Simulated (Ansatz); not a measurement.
Consider the hydrogenolysis of the Si–C bond: `CO[SiH](C)[SiH3]` + H₂ → `CO[SiH2][SiH3]` + CH₄.

Program: Ansatz. Geometries: PBE0-D4/def2-TZVP. ΔE: electronic, gas phase. CCSD(T)/CBS is the MP2 limit (def2-TZVPP, def2-QZVPP) plus CCSD(T) − MP2 in def2-TZVPP, frozen cores. This one scheme is used for every species. DFT in def2-TZVPP. B3LYP here is the variant with VWN-RPA as its local correlation; programs differ in this. Each species was taken in one conformer, which may not be the lowest.

`CO[SiH](C)[SiH3]`:

Cartesian coordinates in Å:
```
C 1.512 1.031 -1.581
O 0.570 0.051 -1.216
Si 0.174 -0.265 0.355
C -0.653 1.196 1.179
Si -1.226 -2.140 0.289
H 1.137 2.042 -1.386
H 2.459 0.901 -1.041
H 1.710 0.938 -2.650
H 1.423 -0.576 1.119
H -1.572 1.477 0.658
H 0.009 2.065 1.203
H -0.911 0.947 2.212
H -1.611 -2.525 1.676
H -2.473 -1.842 -0.469
H -0.547 -3.301 -0.348
```

H₂:

```xyz
2

H    -0.217    0.248   -0.175
H     0.217   -0.248    0.175
```

`CO[SiH2][SiH3]`:

Z-matrix (Å, degrees):
```
C
O 1 1.409
H 1 1.091 2 108.3
H 1 1.096 2 111.4 3 -119.3
H 1 1.096 2 111.4 3 119.3
Si 2 1.647 1 122.2 3 180.0
Si 6 2.337 2 107.0 1 -180.0
H 6 1.494 2 110.4 1 -58.8
H 6 1.494 2 110.4 1 58.8
H 7 1.489 6 109.1 2 180.0
H 7 1.487 6 110.7 2 -60.5
H 7 1.487 6 110.7 2 60.4
```

CH₄:

```xyz
5

C     0.000    0.000    0.000
H    -0.930   -0.567    0.026
H     0.625   -0.290    0.844
H    -0.221    1.065    0.061
H     0.527   -0.209   -0.931
```

| level | ΔE (kJ/mol) |
| --- | --- |
| B3LYP-D4 | -24.3 |
| PBE | -25.9 |
| CCSD(T)/def2-TZVPP | -23.7 |
| HF/def2-QZVPP | -47.3 |
| MP2/def2-QZVPP | -17.3 |
| SCS-MP2/def2-QZVPP | -24.1 |
| HF/CBS(def2) | -47.3 |
| MP2/CBS(def2) | -16.4 |

**Question.** What does CCSD(T)/CBS give? (Best estimate.)

**Answer.** Computed: -21.4 kJ/mol. The listed levels differ from it by -2.9, -4.5, -2.3, -25.9, 4.1, -2.7, -25.9, 5.0 kJ/mol.

Largest T1 diagnostic among the species: 0.012.

The D4 term adds +10.7 kJ/mol with B3LYP and +6.1 kJ/mol with PBE0; it sums over pairs of atoms, weighted by their polarisabilities, and B3LYP, whose exchange is more repulsive, gets the larger term. In def2-TZVPP, CCSD(T) changes the Hartree–Fock value by +23.6 kJ/mol (the triples alone add +4.4 kJ/mol) and MP2 by +28.6 kJ/mol.
